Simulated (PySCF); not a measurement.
Si(Cl)(F)(SiH3)2, H6ClFSi3, SMILES Cl[Si]([SiH3])(F)[SiH3] (B3LYP/def2-SVP optimised geometry):

```
11

F     -0.432    -2.156    -1.407
Si     0.053    -1.476     0.000
Si    -0.652    -2.872     1.765
Si    -0.653     0.774     0.000
Cl     2.143    -1.476     0.000
H     -0.077    -4.235     1.582
H     -0.172    -2.292     3.053
H     -2.142    -2.954     1.791
H     -0.080     1.476    -1.184
H     -0.172     1.426     1.253
H     -2.143     0.844    -0.046
```

Level of theory: B3LYP/def2-TZVP (PySCF).

Task: What are the frontier orbital energies and the dipole moment?

Result: HOMO-2 -9.52 eV, HOMO-1 -9.15 eV, HOMO -7.67 eV, LUMO -1.22 eV, LUMO+1 -0.97 eV; dipole moment 1.77 D.

On the same geometry PySCF with PBE/def2-TZVP gives HOMO-2 -8.38 eV, HOMO-1 -8.05 eV, HOMO -6.74 eV, LUMO -1.89 eV, LUMO+1 -1.66 eV; dipole moment 1.63 D.

Meta-Löwdin charges at B3LYP/def2-TZVP: F1 -0.50, Si2 0.79, Si3 0.23, Si4 0.23, Cl5 -0.30, H6 -0.07, H7 -0.07, H8 -0.08, H9 -0.07, H10 -0.07, H11 -0.08.
